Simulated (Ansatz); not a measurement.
A cut through the energy surface

GeHSF (SMILES [F][Ge][SH]), singlet, at its PBE0-D4/def2-TZVP minimum:

```
4
angstrom
F -1.9109 0.4714 0.5746
Ge -0.3041 -0.0642 1.0419
S 0.5315 -0.0274 -1.0308
H 1.7390 -0.4401 -0.6060
```

The bond length Ge2–S3 (2.235 Å at the minimum) is set to the values below, the two halves moving rigidly along the bond. Each method's energies count from its own value at the PBE0-D4 minimum structure. Computed with Ansatz 0.2.0 (basis: def2-TZVPP); correlated methods freeze the cores. Filled d shells of the heavier atoms are correlated. The def2 sets are not built for correlating such inner shells, so the correlated values are less sure here. B3LYP uses VWN-RPA correlation.

```csv
bond length (Å),CCSD(T) (kcal/mol),B3LYP-D4 (kcal/mol),PBE-D4 (kcal/mol),MP2 (kcal/mol),wB97M-V (kcal/mol)
1.833,46.05,47.75,47.63,44.43,44.49
1.927,23.16,24.79,24.85,21.99,22.21
2.065,5.68,6.78,6.90,5.09,5.31
2.226,0.01,0.08,0.09,-0.02,0.00
2.405,3.57,2.24,2.02,4.09,3.72
2.597,12.73,9.82,9.32,13.80,12.93
2.802,24.63,20.20,19.35,26.30,24.96
3.016,37.07,31.50,30.21,39.46,37.81
3.241,48.89,42.70,40.86,52.24,50.54
```

Minimum and curvature along this coordinate at CCSD(T): A fifth-order fit through the nearest points gives 2.234 Å, with a curvature of about 13 eV/Å².

Treat the two halves as rigid bodies and work out the harmonic wavenumber of this stretch from that curvature (ν̃ = 521.5 √(k/μ) cm⁻¹ with k in eV/Å² and μ in u).

The halves weigh 91.61 and 33.08 u, so μ = 91.61 × 33.08/124.69 = 24.304 u and ν̃ = 521.5 √(13/24.304) ≈ 380 cm⁻¹. A true normal mode mixes in other motions, so this is a guide only.

Largest difference from the CCSD(T) curve over the scan: r2SCAN-D4 2.92; PBE0-D4 1.35; HF 3.22 kcal/mol. Each curve counts from its own value at the minimum.

T1 diagnostic: at most 0.022. The restricted Hartree–Fock reference is unstable towards an unrestricted one here. A large double-excitation amplitude points to some diradical character; no triplet was computed.

For scale, one of the runs: CCSD(T)/def2-TZVPP, 135 basis functions (an equivalent command: `ansatz run in.yaml --threads 2`). Time: 22 s of wall clock on 2 CPU threads; the host was shared. Peak host memory: 0.7 GiB.
